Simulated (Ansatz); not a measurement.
# Two structures, one formula

Two relaxed structures of BSiH3SO, singlet (PBE0-D4/def2-TZVP; forces vanish, vibrations not checked).

A:

```
7
angstrom
O -1.0547 1.4891 -0.9986
B -0.5251 0.3643 -0.4932
Si 0.6595 -0.6884 0.6218
S -0.8547 -1.3703 -0.7814
H -0.6612 2.2884 -0.6406
H 0.3863 -1.0319 2.0389
H 2.0499 -1.0512 0.2531
```

B:

| atom | x (Å) | y (Å) | z (Å) |
| --- | --- | --- | --- |
| O1 | -0.8763 | 1.9046 | -0.6515 |
| B2 | -0.3885 | 0.8705 | -0.2822 |
| Si3 | 0.3767 | -0.8665 | 0.3263 |
| S4 | -0.4582 | -2.4743 | -0.7960 |
| H5 | -1.7246 | -2.2239 | -0.4208 |
| H6 | 0.1348 | -0.9882 | 1.7844 |
| H7 | 1.8285 | -0.8785 | 0.0367 |

Computed with Ansatz 0.2.0 (basis: def2-TZVPP); correlated methods freeze the cores. B3LYP uses VWN-RPA correlation.

(1) Which structure is lower at CCSD(T), and by how much? (To be estimated.)

(2) Do the other methods give the same order? (A judgement: the text doesn't fix the answer.)

The T1 diagnostic stays at or below 0.017.

## Answers

(1) The calculation gives: B, by 21.8 kJ/mol (electronic energy, against the other). By their contacts, A is BSiH₃SO ([OH][B]1[SiH2][S]1) and B is BSiH₃SO ([O][B][SiH2][SH]).

(2) The calculation gives: Not all: PBE0-D4 gives the other order.

```
   method  E(B) − E(A) (kJ/mol)
   PBE-D4                  -1.2
r2SCAN-D4                  -1.0
  PBE0-D4                   3.1
 B3LYP-D4                 -23.3
  wB97M-V                 -14.6
       HF                 -36.3
      MP2                 -18.8
     CCSD                 -24.3
  CCSD(T)                 -21.8
```

Labels in which every atom is bracketed show which atoms are joined, not bond orders.

For scale, one of the runs: CCSD(T)/def2-TZVPP, 188 basis functions, launched by `ansatz run in.yaml --threads 2 --pin off --events-out ev --progress --plain --max-ram 4352MiB`. The run took 42 s on 2 CPU threads of an Arm Neoverse V2 (shared host), with 1.9 GiB of host memory at its peak.
